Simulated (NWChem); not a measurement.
System: SnH$_{2}$SO, singlet; SMILES [OH][Sn][SH]

Here is an NWChem input.

```
start job
memory heap 200 mb stack 900 mb global 1100 mb
geometry units angstroms noautoz
  Sn    -0.344674    -0.470092     0.000000
  O      1.508095    -1.208315     0.000000
  H      2.222804    -0.559668     0.000000
  S      0.342120     1.905016     0.000000
  H     -0.932316     2.355280     0.000000
end
basis spherical
  * library def2-svp
end
ecp
  Sn library def2-ecp
end
dft
  xc xpbe96 cpbe96
  iterations 150
  vectors input atomic output neutral.movecs
end
task dft energy
charge 1
dft
  odft
  mult 2
  vectors input atomic output cation.movecs
end
task dft energy
```

Parts of the log:

```
             Northwest Computational Chemistry Package (NWChem) 7.3.0
             --------------------------------------------------------

 CS  symmetry detected

                             Geometry "geometry" -> ""
                             -------------------------

 Output coordinates in angstroms (scale by  1.889725989 to convert to a.u.)

  No.       Tag          Charge          X              Y              Z
 ---- ---------------- ---------- -------------- -------------- --------------
    1 Sn                  50.0000    -0.33602073    -0.48047128     0.00000000
    2 O                    8.0000     1.55963546    -1.10032108     0.00000000
    3 H                    1.0000     2.23199336    -0.40787128     0.00000000
    4 S                   16.0000     0.19954506     1.93323817     0.00000000
    5 H                    1.0000    -1.10076143     2.30219322     0.00000000

 Effective nuclear repulsion energy (a.u.)     331.6842500904

      Symmetry information
      --------------------

 Group name             Cs
 Group number              2
 Group order               2
 No. of unique centers     5

 Summary of "ao basis" -> "ao basis" (spherical)
 ------------------------------------------------------------------------------
       Tag                 Description            Shells   Functions and Types
 ---------------- ------------------------------  ------  ---------------------
 Sn                         def2-svp                10       26   4s4p2d
 O                          def2-svp                 6       14   3s2p1d
 H                          def2-svp                 3        5   2s1p
 S                          def2-svp                 8       18   4s3p1d

      Symmetry analysis of basis
      --------------------------

        a'         49
        a"         19

            General Information
            -------------------
          SCF calculation type: DFT
          Wavefunction type:  closed shell.
          No. of atoms     :     5
          No. of electrons :    48
           Alpha electrons :    24
            Beta electrons :    24
          Charge           :     0
          Spin multiplicity:     1
          Use of symmetry is: on ; symmetry adaption is: on
          Maximum number of iterations: 150
          AO basis - number of functions:    68
                     number of shells:    30
          Convergence on energy requested:  1.00D-06
          Convergence on density requested:  1.00D-05
          Convergence on gradient requested:  5.00D-04

              XC Information
              --------------
          PerdewBurkeErnzerhof Exchange Functional  1.000
            Perdew 1991 LDA Correlation Functional  1.000 local
           PerdewBurkeErnz. Correlation Functional  1.000 non-local

             Grid Information
             ----------------
          Grid used for XC integration:  medium
          Radial quadrature: Mura-Knowles
          Angular quadrature: Lebedev.
          Tag              B.-S. Rad. Rad. Pts. Rad. Cut. Ang. Pts.
          ---              ---------- --------- --------- ---------
          Sn                  1.45      123           9.0       590
          O                   0.60       49          11.0       434
          H                   0.35       45          11.0       434
          S                   1.00       88          10.0       590
          Grid pruning is: on
          Number of quadrature shells:   350
          Spatial weights used:  Erf1

      Superposition of Atomic Density Guess
      -------------------------------------

 Sum of atomic energies:        -722.13277335

      Non-variational initial energy
      ------------------------------

 Total energy =    -686.636877
 1-e energy   =   -1359.310725
 2-e energy   =     507.211710
 HOMO         =      -0.269093
 LUMO         =      -0.039572

      Symmetry analysis of molecular orbitals - initial
      -------------------------------------------------

  Numbering of irreducible representations:

     1 a'          2 a"

  Orbital symmetries:

     1 a'          2 a'          3 a'          4 a'          5 a'
     6 a"          7 a'          8 a'          9 a'         10 a"
    11 a'         12 a'         13 a'         14 a"         15 a"
    16 a'         17 a'         18 a'         19 a'         20 a'
    21 a"         22 a'         23 a"         24 a'         25 a"
    26 a'         27 a'         28 a'         29 a'         30 a'
    31 a'         32 a"         33 a'         34 a'

   convergence    iter        energy       DeltaE   RMS-Dens  Diis-err
 ---------------- ----- ----------------- --------- --------- ---------
 d= 0,ls=0.0,diis     1   -688.4200002881 -8.54D+02  4.24D-02  8.28D-01
 d= 0,ls=0.0,diis     2   -686.4368730486  1.98D+00  3.53D-02  1.35D+01
 d= 0,ls=0.0,diis     3   -688.4832521929 -2.05D+00  1.34D-02  2.71D-01
 d= 0,ls=0.0,diis     4   -688.5060902753 -2.28D-02  6.64D-03  1.56D-01
 d= 0,ls=0.0,diis     5   -688.5367825021 -3.07D-02  6.61D-04  2.51D-03
  Resetting Diis
 d= 0,ls=0.0,diis     6   -688.5370924600 -3.10D-04  2.32D-04  1.33D-04
 d= 0,ls=0.0,diis     7   -688.5371137007 -2.12D-05  1.49D-04  1.20D-05
 d= 0,ls=0.0,diis     8   -688.5371099191  3.78D-06  9.65D-05  3.48D-05
 d= 0,ls=0.0,diis     9   -688.5371157498 -5.83D-06  2.12D-05  2.51D-06
 d= 0,ls=0.0,diis    10   -688.5371161266 -3.77D-07  5.53D-06  2.27D-07

         Total DFT energy =     -688.537116126561
      One electron energy =    -1361.594057229320
           Coulomb energy =      560.420065872540
    Exchange-Corr. energy =      -52.825262558517
 Nuclear repulsion energy =      165.462137788736

 Numeric. integr. density =       47.999999467697

                  Occupations of the irreducible representations
                  ----------------------------------------------

[...]
```

Level: PBE/def2-SVP with def2 effective core potentials on Sn, vertical spin-unrestricted ions. Low-valent species are run as closed-shell singlets; no triplet was tried in these runs. The geometry was optimised at PBE0/def2-SVP. Not confirmed as a minimum by frequencies. def2 effective core potentials on Sn; no spin-orbit coupling.
